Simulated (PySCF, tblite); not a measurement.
Compound: C7H8O2Si.
Structure used (GFN2-xTB), in Å, numbered top down from 1:
```xyz
18
C7H8O2Si angstrom
O      3.5078    0.4274   -0.4499
C      3.3228   -0.6483    0.0349
O      2.1583   -1.1897    0.3722
C      0.9971   -0.4895    0.1545
C      0.6360    0.6868   -0.3572
C     -0.8387    0.4251   -0.1268
Si    -1.8699    1.6596    0.8604
C     -1.4705   -0.3786   -1.2440
C     -1.1136   -1.5555   -0.7421
C     -0.3984   -0.9660    0.4502
H      4.1202   -1.3702    0.2825
H      1.1559    1.5064   -0.8100
H     -3.1348    1.0098    1.2078
H     -1.1257    2.0244    2.0648
H     -2.1092    2.8311    0.0169
H     -1.9860   -0.0559   -2.1281
H     -1.2319   -2.5797   -1.0420
H     -0.6281   -1.3309    1.4444
```

The calculation used PBE0/pcSseg-1 in PySCF (dipole) on a GFN2-xTB geometry, gas phase.

Masses are those of the commonest isotopes; rigid-rotor values at the optimised geometry. The values belong to one conformer with, in the numbering `[O:1]=[CH:2][O:3][C:4]1=[CH:5][C@@:6]2([SiH3:7])[CH:8]=[CH:9][C@@H:10]12`, O1–C2–O3–C4 1°, C2–O3–C4–C5 1°.

Question: Give the principal moments of inertia and the rotational constants in MHz.

Answer: Ia = 223.92, Ib = 682.46, Ic = 796.37 u·Å²; 505379 MHz·u·Å²/I gives A = 2257, B = 740.5, C = 634.6 MHz.

Question: What kind of rotor is it?

Answer: An asymmetric top: κ = (2 × 740.5 − 2257 − 634.6)/(2257 − 634.6) = -0.87.

Question: What does the inertial defect say?

Answer: Not planar: Δ = Ic − Ia − Ib = -110.01 u·Å². For a rigid frame Δ = −2 Σ m c², so Σ m c² = 55.00 u·Å² lies off the ab plane: 12.47 from hydrogen and 42.54 from heavier atoms. The atom farthest from that plane is 1.94 Å away.

Question: List the rotational levels J(Ka,Kc) to J = 4 (cm⁻¹).

Answer: Above 0(0,0):
J = 1: 1(0,1) 0.0459, 1(1,1) 0.0965, 1(1,0) 0.1000
J = 2: 2(0,2) 0.1374, 2(1,2) 0.1847, 2(1,1) 0.1953, 2(2,1) 0.3470, 2(2,0) 0.3472
J = 3: 3(0,3) 0.2743, 3(1,3) 0.3169, 3(1,2) 0.3381, 3(2,2) 0.4846, 3(2,1) 0.4855, 3(3,1) 0.7465, 3(3,0) 0.7465
J = 4: 4(0,4) 0.4560, 4(1,4) 0.4929, 4(1,3) 0.5282, 4(2,3) 0.6680, 4(2,2) 0.6706, 4(3,2) 0.9303, 4(3,1) 0.9303, 4(4,1) 1.2964, 4(4,0) 1.2964
Those of J = 1 are B + C, A + C and A + B.

Question: Predict some low-J microwave lines.

Answer: The dipole components are |μa| = 0.60 D, |μb| = 1.42 D, |μc| = 0.87 D. The squared components, which scale the intensities, stand as 0.18 : 1.00 : 0.37 (a : b : c). Some lines, for components of 0.1 D or more:

```csv
type,branch,"J(Ka,Kc)",MHz,lower level (cm⁻¹)
a,Q,"2(1,1) ← 2(1,2)",318,0.185
a,Q,"3(1,2) ← 3(1,3)",635,0.317
b,R,"2(0,2) ← 1(1,1)",1228,0.096
c,Q,"1(1,1) ← 1(0,1)",1516,0.046
b,Q,"1(1,0) ← 1(0,1)",1622,0.046
b,Q,"3(1,2) ← 3(0,3)",1910,0.274
a,R,"2(0,2) ← 1(0,1)",2745,0.046
b,R,"1(1,1) ← 0(0,0)",2892,0.000
c,R,"1(1,0) ← 0(0,0)",2998,0.000
a,R,"3(2,2) ← 2(2,1)",4125,0.347
b,R,"2(1,2) ← 1(0,1)",4161,0.046
b,Q,"3(2,1) ← 3(1,2)",4421,0.338
c,R,"2(1,1) ← 1(0,1)",4479,0.046
b,Q,"3(2,2) ← 3(1,3)",5029,0.317
b,R,"3(1,3) ← 2(0,2)",5379,0.137
b,R,"2(2,1) ← 1(1,0)",7406,0.100
b,R,"2(2,0) ← 1(1,1)",7517,0.096
c,Q,"3(3,1) ← 3(2,1)",7824,0.486
c,R,"3(2,1) ← 2(1,1)",8701,0.195
c,R,"3(2,2) ← 2(1,2)",8993,0.185
b,R,"3(2,1) ← 2(1,2)",9019,0.185
b,R,"3(3,1) ← 2(2,0)",11970,0.347
b,R,"3(3,0) ← 2(2,1)",11976,0.347
```

Its GFN2-xTB frequencies are all real (lowest 40 cm⁻¹). No vibrational averaging or centrifugal distortion is included, and the geometry carries the error of its method. A rigid rotor knows nothing of internal rotation, which can split or shift real lines.
